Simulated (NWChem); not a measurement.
A calculation on disulfane (H₂S₂)

```xyz
4

S      0.9155     0.4855     0.0553
S     -0.9155    -0.4855     0.0553
H      1.5366    -0.2680    -0.8848
H     -1.5366     0.2680    -0.8848
```
Charge 0, spin multiplicity 1.

All runs are NWChem calculations. All single points use one geometry, from PBE0/def2-SVP, a minimum by its harmonic frequencies. It is one conformer; others weren't searched.

Static limit.

Question: Give the polarisability tensor in bohr³ at BHandHLYP/def2-SVPD, in the frame of the coordinates, and its isotropic mean.

Answer: 
```
53.69   5.89   0.00
 5.89  39.56   0.00
 0.00   0.00  37.53
```
Mean (one third of the trace): 43.59 bohr³.
